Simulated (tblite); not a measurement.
A geometry optimisation, step by step.

Compound: C7H12AlB.
Numbering: `[CH:1]#[C:2][BH:3][C@@H:4]([AlH2:5])[C@@H:6]([CH3:7])[CH:8]=[CH2:9]` (hydrogens: H10 on C1; H11 on B3; H12 on C4; H13, H14 on Al5; H15 on C6; H16, H17, H18 on C7; H19 on C8; H20, H21 on C9)

Computed with GFN2-xTB (tblite), gas phase: L-BFGS steps from a force-field or distance-geometry start until the largest atomic force falls under 0.01 eV/Å. 8 of its 130 geometries are shown.

Step 0: E = -633.2380 eV, largest atomic force 1.423 eV/Å
```
atom  x, y, z in Å  |  force x, y, z in eV/Å
C1      3.695   -0.800   -1.371   -1.080   0.832   0.375
C2      2.775   -0.070   -1.054    0.580  -0.249   0.109
B3      1.633    0.842   -0.625   -0.211  -0.333  -0.109
C4      0.473    0.320    0.342    0.744  -0.445  -0.354
Al5     0.599    1.466    2.006   -0.275  -0.198   0.040
C6     -0.935    0.342   -0.318   -0.349   0.840   0.011
C7     -0.996   -0.530   -1.584   -0.165  -0.406  -0.032
C8     -2.017   -0.070    0.654    0.103  -1.062   0.558
C9     -2.068   -1.291    1.213   -0.346   1.365  -0.205
H10     4.479   -1.435   -1.651    0.146  -0.135  -0.089
H11     1.548    1.930   -1.090    0.014  -0.194  -0.013
H12     0.719   -0.729    0.662   -0.272   0.401  -0.213
H13     1.969    1.554    2.817   -0.405   0.085  -0.136
H14    -0.684    2.255    2.513    0.434  -0.063  -0.037
H15    -1.151    1.398   -0.623    0.160  -0.577   0.122
H16    -0.347   -0.118   -2.365   -0.099  -0.157   0.238
H17    -0.672   -1.569   -1.357   -0.226   0.711  -0.201
H18    -2.036   -0.562   -1.977    0.651  -0.015   0.282
H19    -2.798    0.649    0.903    0.282  -0.110  -0.166
H20    -2.871   -1.532    1.904    0.334  -0.113  -0.222
H21    -1.325   -2.034    1.000   -0.020  -0.177   0.043
```

Step 18: E = -633.4589 eV, largest atomic force 0.142 eV/Å
```
atom  x, y, z in Å  |  force x, y, z in eV/Å
C1      3.708   -0.758   -1.306    0.019   0.007  -0.011
C2      2.857    0.011   -0.933   -0.027  -0.048  -0.039
B3      1.621    0.822   -0.654    0.016   0.062   0.014
C4      0.513    0.248    0.271   -0.063  -0.032  -0.123
Al5     0.533    1.357    1.958   -0.047  -0.010   0.031
C6     -0.924    0.373   -0.302   -0.042  -0.033  -0.026
C7     -1.007   -0.499   -1.564   -0.007   0.014   0.029
C8     -1.968   -0.048    0.701   -0.006  -0.043   0.005
C9     -2.044   -1.254    1.243    0.049   0.057   0.040
H10     4.452   -1.419   -1.645    0.068   0.018   0.055
H11     1.457    1.841   -1.218   -0.002   0.043  -0.043
H12     0.692   -0.814    0.498    0.027  -0.001   0.116
H13     1.814    1.528    2.814   -0.010  -0.037   0.030
H14    -0.650    2.243    2.451    0.018  -0.080  -0.105
H15    -1.115    1.416   -0.583    0.022  -0.008   0.006
H16    -0.334   -0.110   -2.327   -0.042  -0.012   0.024
H17    -0.699   -1.515   -1.327   -0.033   0.002  -0.049
H18    -2.020   -0.535   -1.965    0.021   0.067   0.046
H19    -2.733    0.681    0.940    0.037   0.037  -0.010
H20    -2.833   -1.520    1.926    0.030   0.003   0.015
H21    -1.330   -2.031    1.022   -0.026  -0.006  -0.004
```

Step 37: E = -633.5715 eV, largest atomic force 0.175 eV/Å
```
atom  x, y, z in Å  |  force x, y, z in eV/Å
C1      3.933   -0.662   -1.174    0.031   0.041  -0.007
C2      2.945    0.014   -1.035    0.037  -0.012   0.038
B3      1.639    0.745   -0.856    0.002   0.003   0.089
C4      0.586    0.156    0.109   -0.175   0.007  -0.005
Al5     0.401    1.162    1.865   -0.125  -0.004   0.009
C6     -0.892    0.367   -0.318   -0.049   0.001   0.005
C7     -1.185   -0.429   -1.595   -0.008   0.036   0.066
C8     -1.843   -0.003    0.794    0.035   0.015   0.007
C9     -1.907   -1.183    1.401   -0.071  -0.009  -0.057
H10     4.811   -1.227   -1.305    0.000   0.004  -0.008
H11     1.409    1.731   -1.456    0.052  -0.021  -0.051
H12     0.745   -0.911    0.330    0.043   0.040   0.028
H13     1.411    1.167    3.034    0.033  -0.079  -0.023
H14    -0.774    2.167    2.099    0.143   0.004  -0.061
H15    -1.040    1.434   -0.540    0.006  -0.048  -0.002
H16    -0.504   -0.107   -2.381   -0.072  -0.029  -0.002
H17    -1.032   -1.494   -1.424   -0.035   0.062  -0.006
H18    -2.214   -0.270   -1.919    0.057  -0.036   0.002
H19    -2.551    0.766    1.089   -0.013  -0.060  -0.047
H20    -2.649   -1.376    2.158    0.042  -0.013   0.027
H21    -1.298   -2.031    1.124    0.067   0.098  -0.002
```

Step 55: E = -633.6813 eV, largest atomic force 0.108 eV/Å
```
atom  x, y, z in Å  |  force x, y, z in eV/Å
C1      4.139   -0.508   -0.994   -0.008   0.026  -0.026
C2      3.046   -0.009   -0.905    0.001   0.034  -0.072
B3      1.678    0.643   -0.931    0.008  -0.073  -0.040
C4      0.558    0.105   -0.030    0.014  -0.012   0.038
Al5     0.328    1.014    1.770   -0.070  -0.067  -0.009
C6     -0.928    0.386   -0.361    0.015   0.000  -0.026
C7     -1.407   -0.379   -1.597    0.015  -0.009  -0.013
C8     -1.800    0.045    0.825   -0.054  -0.003  -0.091
C9     -1.729   -1.097    1.506    0.030   0.053   0.023
H10     5.099   -0.935   -1.083   -0.081   0.000   0.071
H11     1.526    1.543   -1.674   -0.052   0.039   0.030
H12     0.686   -0.959    0.220    0.055   0.003   0.000
H13     0.909    0.508    3.106   -0.001  -0.001   0.026
H14    -0.458    2.364    1.817    0.091  -0.047   0.026
H15    -1.044    1.458   -0.569   -0.001   0.010   0.011
H16    -0.773   -0.136   -2.447    0.000   0.015  -0.014
H17    -1.361   -1.453   -1.429    0.017   0.002   0.018
H18    -2.436   -0.110   -1.835    0.019  -0.026  -0.010
H19    -2.591    0.747    1.063   -0.005   0.013   0.010
H20    -2.416   -1.327    2.304   -0.003   0.010   0.000
H21    -1.036   -1.882    1.242    0.012   0.033   0.050
```

Step 74: E = -633.7662 eV, largest atomic force 0.169 eV/Å
```
atom  x, y, z in Å  |  force x, y, z in eV/Å
C1      4.072   -0.434   -0.928    0.021   0.027  -0.024
C2      2.977    0.065   -0.995    0.025   0.065  -0.007
B3      1.595    0.677   -1.010    0.069  -0.024   0.037
C4      0.546    0.059   -0.068    0.046   0.001   0.090
Al5     0.363    0.789    1.828   -0.046  -0.036  -0.159
C6     -0.926    0.370   -0.397   -0.057   0.009  -0.033
C7     -1.401   -0.407   -1.627   -0.028   0.018  -0.037
C8     -1.859    0.079    0.745    0.065   0.074   0.051
C9     -1.657   -0.901    1.624    0.066  -0.029   0.109
H10     5.038   -0.849   -0.882   -0.022  -0.019  -0.014
H11     1.355    1.593   -1.710    0.066  -0.038   0.035
H12     0.704   -1.025    0.034    0.009  -0.052   0.050
H13     0.692    0.101    3.172    0.040  -0.016   0.000
H14    -0.026    2.300    1.895   -0.037  -0.103   0.046
H15    -0.988    1.441   -0.621   -0.132   0.011  -0.028
H16    -0.788   -0.131   -2.482   -0.058  -0.036  -0.047
H17    -1.317   -1.483   -1.468    0.049   0.077   0.040
H18    -2.445   -0.179   -1.832   -0.024   0.013  -0.117
H19    -2.748    0.695    0.808   -0.017  -0.055  -0.009
H20    -2.361   -1.148    2.402   -0.052   0.085  -0.016
H21    -0.832   -1.593    1.510    0.018   0.029   0.036
```

Step 92: E = -633.8241 eV, largest atomic force 0.098 eV/Å
```
atom  x, y, z in Å  |  force x, y, z in eV/Å
C1      4.061   -0.432   -0.967   -0.065  -0.006   0.018
C2      2.976    0.095   -0.950    0.086  -0.040  -0.023
B3      1.600    0.718   -0.955    0.009  -0.008   0.027
C4      0.512    0.076   -0.077    0.008  -0.003   0.049
Al5     0.368    0.723    1.850    0.030  -0.033   0.011
C6     -0.958    0.359   -0.438   -0.011  -0.026   0.001
C7     -1.379   -0.435   -1.682   -0.008  -0.001   0.005
C8     -1.900    0.062    0.691   -0.015   0.010   0.004
C9     -1.648   -0.769    1.704    0.013  -0.057   0.015
H10     5.003   -0.903   -0.971   -0.004   0.038  -0.010
H11     1.404    1.668   -1.620   -0.014   0.000   0.011
H12     0.674   -1.009    0.045    0.008   0.017  -0.023
H13     0.962   -0.005    3.084   -0.008   0.018  -0.023
H14    -0.169    2.162    2.081   -0.017   0.009  -0.005
H15    -1.066    1.427   -0.667    0.002  -0.014  -0.018
H16    -0.755   -0.150   -2.526   -0.019   0.003   0.010
H17    -1.251   -1.502   -1.504   -0.012   0.008   0.001
H18    -2.423   -0.251   -1.933    0.011   0.018  -0.006
H19    -2.855    0.572    0.657    0.000   0.010  -0.027
H20    -2.388   -0.970    2.463    0.024   0.014  -0.008
H21    -0.778   -1.419    1.716   -0.019   0.044  -0.007
```

Step 111: E = -633.8275 eV, largest atomic force 0.019 eV/Å
```
atom  x, y, z in Å  |  force x, y, z in eV/Å
C1      4.081   -0.426   -0.968    0.011   0.000  -0.003
C2      2.988    0.082   -0.946   -0.006  -0.002  -0.004
B3      1.609    0.698   -0.937   -0.009   0.001   0.013
C4      0.513    0.047   -0.076   -0.006  -0.005   0.005
Al5     0.369    0.713    1.845   -0.002   0.009  -0.006
C6     -0.955    0.349   -0.437    0.005  -0.002   0.004
C7     -1.397   -0.429   -1.683    0.000   0.003   0.001
C8     -1.903    0.061    0.689    0.003  -0.012  -0.010
C9     -1.648   -0.762    1.707    0.000   0.001   0.008
H10     5.037   -0.864   -0.987    0.004  -0.002   0.001
H11     1.416    1.663   -1.582   -0.012   0.003   0.004
H12     0.667   -1.040    0.030    0.005   0.005  -0.004
H13     0.980    0.027    3.090    0.008  -0.012  -0.001
H14    -0.205    2.142    2.056    0.005   0.014  -0.012
H15    -1.046    1.420   -0.664    0.001  -0.005   0.000
H16    -0.764   -0.164   -2.526    0.002   0.004   0.000
H17    -1.308   -1.500   -1.508    0.000   0.000   0.002
H18    -2.433   -0.206   -1.934   -0.001   0.006  -0.009
H19    -2.861    0.565    0.638    0.003   0.002   0.002
H20    -2.382   -0.962    2.472   -0.003  -0.001  -0.005
H21    -0.768   -1.397    1.720   -0.007  -0.005   0.012
```

Step 129: E = -633.8286 eV, largest atomic force 0.007 eV/Å
```
atom  x, y, z in Å  |  force x, y, z in eV/Å
C1      4.088   -0.414   -0.974    0.002   0.000  -0.001
C2      2.990    0.083   -0.944   -0.002  -0.002   0.002
B3      1.607    0.691   -0.922    0.000   0.001   0.002
C4      0.511    0.023   -0.075   -0.002   0.000   0.005
Al5     0.378    0.711    1.837   -0.001   0.001  -0.002
C6     -0.954    0.336   -0.434   -0.001   0.002  -0.001
C7     -1.401   -0.426   -1.689   -0.001   0.001  -0.001
C8     -1.907    0.050    0.687    0.000  -0.006  -0.003
C9     -1.657   -0.757    1.719    0.001  -0.002   0.002
H10     5.048   -0.842   -0.998    0.001  -0.001  -0.002
H11     1.409    1.670   -1.544   -0.002   0.001  -0.002
H12     0.664   -1.065    0.022   -0.001  -0.004   0.002
H13     0.994    0.034    3.085   -0.002   0.002   0.003
H14    -0.180    2.150    2.023    0.001   0.000   0.001
H15    -1.035    1.409   -0.651   -0.003   0.002  -0.003
H16    -0.754   -0.168   -2.524    0.001   0.000   0.001
H17    -1.337   -1.499   -1.518    0.004   0.001  -0.003
H18    -2.429   -0.178   -1.950   -0.001   0.002  -0.003
H19    -2.869    0.547    0.623    0.002   0.003  -0.003
H20    -2.399   -0.951    2.476    0.004   0.001   0.005
H21    -0.774   -1.387    1.752    0.000  -0.002   0.001
```

Q: Summarise the path.

A: The energy falls by 0.5906 eV from step 0 to step 129; nine tenths of that is first reached at step 75. It falls at every step. The largest force goes from 1.423 to 0.007 eV/Å. Among the bonds B3–C4 changes most, from 1.597 to 1.538 Å; the atoms move by 0.739 Å rms after alignment.

The cost below is that of the whole relaxation. The run took 1.3 s wall on an Arm Neoverse V1 with one thread, shared host.
